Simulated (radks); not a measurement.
Results of a calculation; reference values are marked as such.
Task: The copper ion Cu7+ is in [Ar] 3d4. Code: a radial shooting solver on a logarithmic mesh with Libxc functionals. Model: scalar-relativistic Kohn-Sham, LDA (Slater exchange, Perdew-Wang correlation), spin-polarised, spherical densities, finite nucleus; Fermi nuclear charge, rms radius of each element as measured or else 0.836 A^(1/3) + 0.57 fm. Open shells are filled with parallel spins first. One electron is removed from 3s, 3p, 3d, 2p in turn, with full relaxation. Which removal costs least, and what does each cost?

Result: 3d 168.34 eV; 3p 231.81 eV; 3s 275.46 eV; 2p 1119.8 eV. The 3d electron leaves first.
